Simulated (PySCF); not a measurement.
**Frontier levels across methods**

Species: H7N3Si2.
Numbering: `[NH2:1][SiH:2]1[NH:3][SiH2:4][NH:5]1` (hydrogens: H6, H7 on N1; H8 on Si2; H9 on N3; H10, H11 on Si4; H12 on N5)

Geometry (PBE0-D3(BJ)/def2-SVP, Å), atoms numbered from 1 in this order:
```xyz
12
H7N3Si2 angstrom
N      2.125    0.323   -0.276
Si     0.666   -0.537   -0.034
N     -0.680   -0.208   -1.105
Si    -1.743    0.281    0.186
N     -0.388    0.013    1.248
H      3.020   -0.136   -0.376
H      2.178    1.329   -0.368
H      1.115   -1.960    0.029
H     -0.823   -0.389   -2.087
H     -2.936   -0.597    0.413
H     -2.254    1.689    0.126
H     -0.239    0.161    2.235
```

Basis pcSseg-2 throughout (PySCF), one geometry. The structure is a single PBE0-D3(BJ)/def2-SVP conformer in the gas phase; no vibrational or solvent corrections.

Task: How do the orbital energies, the gap and the dipole change with the method?

Result: 
```csv
method,kind,HOMO (eV),LUMO (eV),gap (eV),μ (D),SCF cycles
BLYP,GGA,-5.41,-0.58,4.83,1.39,15
OPBE,GGA,-5.52,-0.51,5.01,1.45,15
B97-D,GGA,-5.53,-0.54,4.99,1.39,14
PBE,GGA,-5.56,-0.69,4.87,1.42,14
KT3,GGA,-5.62,-0.74,4.88,1.35,15
KT2,GGA,-5.65,-0.81,4.84,1.35,15
BP86,GGA,-5.67,-0.69,4.98,1.41,14
LDA,LDA,-5.73,-0.91,4.82,1.42,13
B97-2,global hybrid,-6.65,0.14,6.79,1.33,13
B3LYP,global hybrid,-6.68,-0.11,6.56,1.32,14
PBE0,global hybrid,-6.94,0.11,7.04,1.34,14
mPW1PW91,global hybrid,-6.96,0.11,7.07,1.34,13
BHandHLYP,global hybrid,-8.21,0.84,9.05,1.25,11
CAM-B3LYP,range-separated hybrid,-8.33,0.97,9.31,1.28,13
wB97X-D,range-separated hybrid,-8.83,1.81,10.65,1.32,14
LC-wPBE,range-separated hybrid,-9.76,2.10,11.85,1.29,12
HF,Hartree–Fock,-10.28,2.69,12.97,1.20,10
```

The HOMO spans 4.87 eV, from BLYP down to HF, and the gap runs from 4.82 eV (LDA) to 12.97 eV (HF). Over the methods BLYP (0 %), OPBE (0 %), B97-D (0 %), PBE (0 %), KT3 (0 %), KT2 (0 %), BP86 (0 %), LDA (0 %), B97-2 (21 %), B3LYP (20 %), PBE0 (25 %), mPW1PW91 (25 %), BHandHLYP (50 %), HF (100 %), a straight line through the gap against the share of exact exchange rises by 0.81 eV for each 10 % (correlation coefficient 0.999). The dipole ranges from 1.20 D (HF) to 1.45 D (OPBE). This basis has no diffuse functions.
